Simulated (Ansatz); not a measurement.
`C[N](C)[Ge]([F])([F])[F]` + NH₃ → `[NH2][Ge]([F])([F])[F]` + dimethylamine at 600 K and 1 bar (ligand exchange at a Ge–N bond).

Computed with Ansatz on PBE0-D4/def2-TZVP structures; ΔE is electronic, products minus reactants. CCSD(T)/CBS is the MP2 limit (def2-TZVPP, def2-QZVPP) plus CCSD(T) − MP2 in def2-TZVPP, frozen cores. This one scheme is used for every species. For Ge outer-core shells are correlated without core-valence functions, which leaves a few kJ/mol of doubt a bond. Scalar relativity is left out up to krypton. Each species was taken in one conformer, which may not be the lowest.

| species | CCSD(T)/CBS energy (Eh) | H − E (kJ/mol) | S (J/(mol·K)) |
| --- | --- | --- | --- |
| `C[N](C)[Ge]([F])([F])[F]` | -2510.03269 | 314.7 | 522.2 |
| NH₃ | -56.50880 | 112.4 | 219.5 |
| `[NH2][Ge]([F])([F])[F]` | -2431.53610 | 141.4 | 422.2 |
| `CNC` | -135.00321 | 284.6 | 333.5 |

H − E and S are ideal-gas, rigid-rotor, harmonic terms from PBE0-D4/def2-TZVP, for one conformer and one mirror image of each species. 1 Eh = 2625.50 kJ/mol, R = 8.31446 J/(mol·K).

Task: By hand: ΔE, ΔH, ΔS and ΔG.

Result: ΔE = (-2431.53610) + (-135.00321) − (-2510.03269) − (-56.50880) = 0.00218 Eh = 5.7 kJ/mol. Δ(H − E) = 141.4 + 284.6 − 314.7 − 112.4 = -1.1, so ΔH = 4.6 kJ/mol. ΔS = 422.2 + 333.5 − 522.2 − 219.5 = 14.0 J/(mol·K). ΔG = 4.6 − 600 × (14.0)/1000 = -3.8 kJ/mol.

Task: By hand: the equilibrium constant, and the temperature at which ΔG would vanish if ΔH and ΔS stayed fixed.

Result: log₁₀ K = −ΔG/(RT ln 10) = 0.3. ΔG = 0 at ΔH/ΔS = 329 K, though so small a ΔH makes that figure unsure.

TΔS isn't small against ΔH here. The sign of ΔG lies within the doubt. A doubt of 5 kJ/mol in ΔE shifts log₁₀ K by 0.4 here. Other conformers and mirror images would add mixing entropy, several J/(mol·K) or more a flexible species. Modes under 60 cm⁻¹, often nearly free rotors, make the harmonic entropy too high. These are equilibria of isolated gas molecules and say nothing of rates. Largest T1 diagnostic: 0.012 (customary marks: 0.02 for closed shells, 0.045 for open ones).
